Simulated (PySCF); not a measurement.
Start geometry of LaMe3, `[CH3][La]([CH3])[CH3]` from GFN2-xTB (Å):
```
atom  x, y, z in Å
La1    0.0519   -0.0760    0.0088
C2     2.5642   -0.0166   -0.0233
H3     2.9230   -1.0280   -0.1018
H4     3.0882    0.4632    0.8803
H5     2.9748    0.5373   -0.9005
C6    -1.3006    2.2699   -0.0074
H7    -1.8407    2.3869    0.9204
H8    -1.9468    2.3379   -0.8524
H9    -0.6082    3.1224   -0.0244
C10   -1.3016   -2.2603    0.0465
H11   -2.4043   -2.1076   -0.0029
H12   -1.0672   -2.8283    0.9441
H13   -1.1021   -2.8530   -0.8652
```

Question: What comes out of this run: PBE0-D3(BJ)/def2-SVP geometry optimisation, gas phase, def2 core potentials past Kr (PySCF)?

Answer: 
```
atom  x, y, z in Å
La1    0.0099   -0.0014    1.0550
C2     2.2808   -0.0037    0.0307
H3     2.5380   -0.9892   -0.4023
H4     3.0946    0.2643    0.7334
H5     2.3239    0.7322   -0.7957
C6    -1.1396    1.9714    0.0580
H7    -1.7826    2.5262    0.7696
H8    -1.7955    1.6501   -0.7745
H9    -0.4195    2.6992   -0.3627
C10   -1.1323   -1.9810    0.0633
H11   -2.1365   -1.7233   -0.3244
H12   -1.2644   -2.8287    0.7645
H13   -0.5462   -2.3682   -0.7927
```

The energy falls by 51.7 kJ/mol over 24 energy and gradient evaluations, the largest force component goes from 0.0416 to 3.4e-04 Eh/bohr, and the atoms move by 0.555 Å rms after alignment. The bond that changes most is La1–C6 (ends: lanthanum bonded to 3 C; carbon bonded to La and 3 H), which shortens by 0.216 Å. Bonds longer at the end by more than 0.005 Å: 5 of 12; shorter: 6. Among the angles that change most is C2–La1–C10, from 123.1° to 104.7°. Among the dihedrals that turn most is C10–La1–C6–H9, from 180° to -130°. Rotational constants go from 3018, 2945, 1534 to 2990, 2980, 1969 MHz. The orientation of the end geometry is arbitrary; only internal coordinates are fixed.

The run used 119 basis functions and 163 SCF cycles in all. Time: 2.6 min; peak memory 0.47 GiB. Hardware: one thread of an Arm Neoverse V2 (shared host).

PBE0-D3(BJ)/def2-SVP frequencies: not computed here.
